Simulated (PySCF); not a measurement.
GeOBr₂, SMILES [O]=[Ge]([Br])[Br]. Coordinates come from a PBE-D3(BJ)/def2-SVP optimisation.

Calculation: PBE-D3(BJ)/def2-SVP (PySCF).

Harmonic wavenumbers (cm⁻¹): 98, 154, 181, 273, 325, 947. Rotational constants (GHz): 2.653, 0.9124, 0.6790; symmetry number 2.

**Question.** Work out the zero-point energy and the ideal-gas rigid-rotor harmonic-oscillator thermochemistry at 298.15 K and 1 atm.

**Answer.** ZPE = ½ Σ hcν = ½ × 1979 cm⁻¹ = 2.83 kcal/mol. H − E(el) = 6.99 kcal/mol. Entropy in cal/(mol K): translation 42.43, rotation 28.28, vibration 11.41, total 82.12. G − E(el) = -17.49 kcal/mol. Cp = 17.45 cal/(mol K). Modes under 150 cm⁻¹ make the vibrational entropy uncertain.
